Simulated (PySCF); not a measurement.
FH2O2STa, SMILES [OH][Ta]([OH])([F])=[S], multiplicity 1. Atoms are numbered in the order given.

```xyz
7

Ta     0.1634    -0.0103     0.0000
S     -2.0019    -0.0311     0.0000
F      0.8050    -1.7793     0.0000
O      0.7591     0.9110    -1.5317
H      0.3548     1.3444    -2.2889
O      0.7591     0.9110     1.5317
H      0.3548     1.3444     2.2889
```
Charge 0, spin multiplicity 1.

Coordinates come from a PBE0-D3(BJ)/def2-SVP optimisation. The multiplicity is an assumed one; other spin states were not compared. The def2 effective core potentials stand for the cores of Ta; spin–orbit coupling is left out. The values are those of a single conformer.

Level of theory: r2SCAN/def2-TZVP run with PySCF.

Gas-phase values at a fixed geometry.

Computed frontier levels, gap, dipole moment and polarisability:
```yaml
highest_occupied_level: -6.80 eV
lowest_empty_level: -2.09 eV
orbital_gap: 4.70 eV
dipole_moment: 2.68 D
quadrupole, principal values (traceless, Buckingham form, about the centre of nuclear charge): -11.60, -1.73, 13.32 D·Å
mean_static_polarisability: 63.8 bohr³ (9.45 Å³)
polarisability_principal_values: 53.0, 59.5, 78.7 bohr³
```
